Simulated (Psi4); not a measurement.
C$_{2}$ClO$_{2}$Pt, charge +1, singlet, geometry from GFN2-xTB (such geometries of metal compounds can be far from the true shape) (the multiplicity is a formal guess) (core potentials on Pt); HF/def2-SV(P) (Psi4).

Here is a job for Psi4.
```
memory 2 GB

molecule mol {
1 1
Pt
Cl 1 2.034413
O  1 3.025399 2 133.844702
C  3 1.120825 2 23.394646 1 -0.000000
O  1 3.025399 4 89.330361 3 179.999999
C  5 1.120825 4 27.389515 3 180.000000
}

set basis def2-sv(p)
set reference rhf

energy('scf')
print_variables()
```

### Question
Write the output that Psi4 gives for this input, abridged.

### Answer

```
   => Loading Basis Set <=

    Name: DEF2-SV(P)
    Role: ORBITAL
    Keyword: BASIS

    !!!  WARNING: ECP capability is in beta. Please check occupations closely.  !!!

         ---------------------------------------------------------
                                   SCF
               by Justin Turney, Rob Parrish, Andy Simmonett
                          and Daniel G. A. Smith
                              RHF Reference
         ---------------------------------------------------------

  ==> Geometry <==

    Molecular point group: c1
    Full point group: C1

    Geometry (in Angstrom), charge = 1, multiplicity = 1:

       Center              X                  Y                   Z               Mass
    ------------   -----------------  -----------------  -----------------  -----------------
         PT           0.000000004282     0.000000000296     0.102676149288   194.964791700000
         CL           0.000000004282     0.000000000296     2.137089149288    34.968852682000
         O            0.000000004282     2.181978268281    -1.993036127539    15.994914619570
         C            0.000000004282     1.307956100394    -1.291371014634    12.000000000000
         O           -0.000000048518    -2.181978277349    -1.993036117480    15.994914619570
         C           -0.000000027368    -1.307956093988    -1.291371023851    12.000000000000

  Running in c1 symmetry.

  Rotational constants: A =      0.08718  B =      0.05126  C =      0.03228 [cm^-1]
  Rotational constants: A =   2613.63519  B =   1536.77668  C =    967.75302 [MHz]
  Nuclear repulsion =  324.635913425647459

  Charge       = 1
  Multiplicity = 1
  Electrons    = 62
  Nalpha       = 31
  Nbeta        = 31

  ==> Algorithm <==

  SCF Algorithm Type is DF.
  DIIS enabled.
  MOM disabled.
  Fractional occupation disabled.
  Guess Type is SAD.
  Energy threshold   = 1.00e-06
  Density threshold  = 1.00e-06
  Integral threshold = 1.00e-12

  ==> Primary Basis <==

  Basis Set: DEF2-SV(P)
    Blend: DEF2-SV(P)
    Number of shells: 43
    Number of basis functions: 99
    Number of Cartesian functions: 106
    Spherical Harmonics?: true
    Max angular momentum: 2

  Core potential: DEF2-SV(P)
    Number of shells: 4
    Number of ECP primitives: 10
    Number of ECP core electrons: 60
    Max angular momentum: 3

   => Loading Basis Set <=

    Name: (DEF2-SV(P) AUX)
    Role: JKFIT
    Keyword: DF_BASIS_SCF

  ==> Integral Setup <==

  SCF_SUBTYPE=INCORE selected. In-core MEM_DF algorithm will be used.
  Using in-core AOs.

  ==> MemDFJK: Density-Fitted J/K Matrices <==

    J tasked:                   Yes
    K tasked:                   Yes
    wK tasked:                   No
    Algorithm:                 Core
    Schwarz Cutoff:           1E-12
    Mask sparsity (%):       8.8971
    Fitting Condition:        1E-10

   => Auxiliary Basis Set <=

  Basis Set: (DEF2-SV(P) AUX)
    Blend: DEF2-UNIVERSAL-JKFIT
    Number of shells: 183
    Number of basis functions: 659
    Number of Cartesian functions: 860
    Spherical Harmonics?: true
    Max angular momentum: 6

  Minimum eigenvalue in the overlap matrix is 5.2880491395E-03.
  Reciprocal condition number of the overlap matrix is 1.1757478004E-03.
    Using symmetric orthogonalization.

  ==> Pre-Iterations <==

  SCF Guess: Superposition of Atomic Densities via on-the-fly atomic UHF (no occupation information).

   -------------------------
    Irrep   Nso     Nmo
   -------------------------
     A         99      99
   -------------------------
    Total      99      99
   -------------------------

  ==> Iterations <==

                           Total Energy        Delta E     RMS |[F,P]|

   @DF-RHF iter SAD:  -802.41652600188684   -8.02417e+02   0.00000e+00
   @DF-RHF iter   1:  -802.35950248063136    5.70235e-02   8.69659e-03 ADIIS/DIIS
   @DF-RHF iter   2:  -802.32921984984864    3.02826e-02   1.00957e-02 ADIIS/DIIS
   @DF-RHF iter   3:  -802.75885610822820   -4.29636e-01   8.57088e-04 ADIIS/DIIS
   @DF-RHF iter   4:  -802.76983487284201   -1.09788e-02   4.73791e-04 ADIIS/DIIS
   @DF-RHF iter   5:  -802.77224597281077   -2.41110e-03   2.12324e-04 ADIIS/DIIS
   @DF-RHF iter   6:  -802.77285256309472   -6.06590e-04   5.01362e-05 DIIS
   @DF-RHF iter   7:  -802.77288774340138   -3.51803e-05   1.40878e-05 DIIS
   @DF-RHF iter   8:  -802.77288958670454   -1.84330e-06   4.13697e-06 DIIS
   @DF-RHF iter   9:  -802.77288974554358   -1.58839e-07   1.30225e-06 DIIS
   @DF-RHF iter  10:  -802.77288977329340   -2.77498e-08   5.34484e-07 DIIS
  Energy and wave function converged.

  ==> Post-Iterations <==

    Orbital Energies [Eh]
    ---------------------

    Doubly Occupied:

       1A   -105.006279     2A    -20.923205     3A    -20.923199
       4A    -11.660832     5A    -11.660810     6A    -10.771789
       7A     -8.245779     8A     -8.243773     9A     -8.242026
      10A     -4.827093    11A     -2.940842    12A     -2.923382
      13A     -2.893135    14A     -1.762513    15A     -1.761904
      16A     -1.305581    17A     -1.074974    18A     -1.051292
      19A     -0.978747    20A     -0.958818    21A     -0.920231
      22A     -0.905653    23A     -0.898183    24A     -0.886208
      25A     -0.828865    26A     -0.797920    27A     -0.750785
      28A     -0.717740    29A     -0.675955    30A     -0.648057
      31A     -0.628485

    Virtual:

      32A     -0.216488    33A     -0.161289    34A     -0.116250
      35A     -0.089998    36A     -0.075097    37A     -0.043216
      38A     -0.010335    39A     -0.008642    40A      0.000611
      41A      0.107194    42A      0.175430    43A      0.233103
      44A      0.288251    45A      0.339722    46A      0.345253
      47A      0.357278    48A      0.435182    49A      0.474550
      50A      0.480378    51A      0.504824    52A      0.556515
      53A      0.562684    54A      0.633848    55A      0.688536
      56A      0.700580    57A      0.722302    58A      0.750954
      59A      0.785528    60A      0.853574    61A      0.855030
      62A      0.865579    63A      0.889978    64A      0.895840
      65A      0.943175    66A      1.073968    67A      1.088726
      68A      1.093543    69A      1.103961    70A      1.115671
      71A      1.198582    72A      1.275718    73A      1.348004
      74A      1.478828    75A      1.495840    76A      1.598954
      77A      1.608026    78A      1.618732    79A      1.663058
      80A      1.666467    81A      1.667279    82A      1.743962
      83A      1.757538    84A      1.822280    85A      2.271831
      86A      2.661093    87A      2.726496    88A      2.727019
      89A      2.727169    90A      2.731739    91A      2.835547
      92A      3.312393    93A      3.319689    94A      3.326901
      95A      3.337721    96A      3.814880    97A      3.833088
      98A     51.062288    99A    282.467390

    Final Occupation by Irrep:
              A
    DOCC [    31 ]
    NA   [    31 ]
    NB   [    31 ]

  @DF-RHF Final Energy:  -802.77288977329340

   => Energetics <=

    Nuclear Repulsion Energy =            324.6359134256474590
    One-Electron Energy =               -1781.1895605538727523
    Two-Electron Energy =                 653.7807573549318931
    Total Energy =                       -802.7728897732934001

Computation Completed

Properties will be evaluated at   0.000000,   0.000000,   0.000000 [a0]

Properties computed using the SCF density matrix

 Multipole Moments:

 ------------------------------------------------------------------------------------
     Multipole            Electronic (a.u.)      Nuclear  (a.u.)        Total (a.u.)
 ------------------------------------------------------------------------------------

 L = 1.  Multiply by 2.5417464519 to convert [e a0] to [Debye]
 Dipole X            :          0.0000006           -0.0000006           -0.0000000
 Dipole Y            :         -0.0000009           -0.0000000           -0.0000010
 Dipole Z            :         15.8958869          -17.3974687           -1.5015818
 Magnitude           :                                                    1.5015818

 ------------------------------------------------------------------------------------

  Variable Map:
  ----------------------------------------------------------------------------
  "CURRENT ENERGY"           =>    -802.772889773293
  "CURRENT REFERENCE ENERGY" =>    -802.772889773293
  "DD SOLVATION ENERGY"      =>       0.000000000000
  "HF KINETIC ENERGY"        =>     724.307827895951
  "HF POTENTIAL ENERGY"      =>   -1527.080717669245
  "HF TOTAL ENERGY"          =>    -802.772889773293
  "HF VIRIAL RATIO"          =>       2.108331097436
  "NUCLEAR REPULSION ENERGY" =>     324.635913425647
  "ONE-ELECTRON ENERGY"      =>   -1781.189560553873
  "PCM POLARIZATION ENERGY"  =>       0.000000000000
  "PE ENERGY"                =>       0.000000000000
  "SCF ITERATION ENERGY"     =>    -802.772889773293
  "SCF ITERATIONS"           =>      10.000000000000
  "SCF TOTAL ENERGY"         =>    -802.772889773293
  "TWO-ELECTRON ENERGY"      =>     653.780757354932

  Array Variable Map:
  ----------------------------------------------------------------------------
  "CURRENT DIPOLE"           =>      -0.000000015553 ... -1.501581813839 1 by 3
  "SCF DIPOLE"               =>      -0.000000015553 ... -1.501581813839 1 by 3
  "SCF TOTAL ENERGIES"       =>    -802.416526001887 ... -802.772889773293 1 by 11
```
